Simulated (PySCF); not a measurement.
C6H10Ge.
Geometry (PBE0-D3(BJ)/def2-SVP, Å), atoms numbered from 1 in this order:
```xyz
17
C6H10Ge angstrom
C      3.130   -0.518    0.719
C      2.393    0.150    0.018
Ge     1.160    1.157   -1.037
C     -0.626    0.534   -0.552
C     -0.923   -0.983   -0.612
C     -1.741   -0.833    0.684
C     -1.020    0.503    0.944
H      3.790   -1.103    1.333
H      1.364    2.649   -0.715
H      1.481    0.902   -2.521
H     -1.371    1.098   -1.138
H     -0.014   -1.584   -0.447
H     -1.433   -1.366   -1.509
H     -1.644   -1.623    1.445
H     -2.811   -0.682    0.473
H     -1.609    1.347    1.331
H     -0.141    0.364    1.594
```

Level of theory: TDDFT CAM-B3LYP/def2-SVPD, vertical, gas phase, core orbitals frozen in the response (PySCF 2.14.0, density-fitted response routines). Relativistic effects, spin–orbit coupling among them, are left out although an element past zinc is present.

Transition dipole moments from the ground state, in atomic units and in the frame of the coordinates above (overall signs are arbitrary), for the states with f of 0.002 or more among the lowest 10:

| state | E (hartree) | μx | μy | μz |
| --- | --- | --- | --- | --- |
| S2 | 0.2345 | 0.154 | 0.056 | -0.049 |
| S4 | 0.2710 | -0.539 | 0.177 | -0.207 |
| S5 | 0.2847 | 0.256 | -0.042 | 0.050 |
| S6 | 0.2854 | 0.006 | 0.090 | 0.098 |
| S8 | 0.2923 | -0.447 | -0.095 | 0.060 |
| S9 | 0.2959 | -0.371 | -0.392 | 0.353 |
| S10 | 0.3037 | 0.139 | 0.395 | 0.339 |

(1) What oscillator strength does each state have?

(2) Which bond between heavy atoms lies closest to the direction of the S9 transition dipole?

(3) What angle do the transition dipoles of S4 and S8 make?

(4) How is the summed strength of these states shared among x, y and z?

(5) What peak molar absorption coefficient would the strongest computed level give as a lone Gaussian band 0.3 eV wide at half height?

Results:

(1) f = (2/3) ΔE |μ|² with ΔE in hartree (27.2114 eV).

```json
{"state": "S2", "|μ|² (au)": "0.029", "|μ| (D)": "0.44", "f": "0.005"}
{"state": "S4", "|μ|² (au)": "0.365", "|μ| (D)": "1.54", "f": "0.066"}
{"state": "S5", "|μ|² (au)": "0.070", "|μ| (D)": "0.67", "f": "0.013"}
{"state": "S6", "|μ|² (au)": "0.018", "|μ| (D)": "0.34", "f": "0.003"}
{"state": "S8", "|μ|² (au)": "0.213", "|μ| (D)": "1.17", "f": "0.041"}
{"state": "S9", "|μ|² (au)": "0.415", "|μ| (D)": "1.64", "f": "0.082"}
{"state": "S10", "|μ|² (au)": "0.291", "|μ| (D)": "1.37", "f": "0.059"}
```

(2) Ge3–C4, at 31° from it; next C5–C6 and C6–C7 at 45°.

(3) |cos θ| = |μa·μb| / (|μa| |μb|) = 0.76, so θ ≈ 40° (taken between 0 and 90°, since the signs are arbitrary).

(4) (2/3) Σ ΔE μα² gives 0.139 for x, 0.072 for y and 0.059 for z, 0.269 in all.

(5) ε(max) = 2.175×10⁸ f / FWHM, with the width in cm⁻¹. S9: 2.175×10⁸ × 0.0819 / 2420 ≈ 7400 L mol⁻¹ cm⁻¹.

All these states lie below the vertical ionisation energy of 9.67 eV (ΔSCF).

One conformer stands for the species.
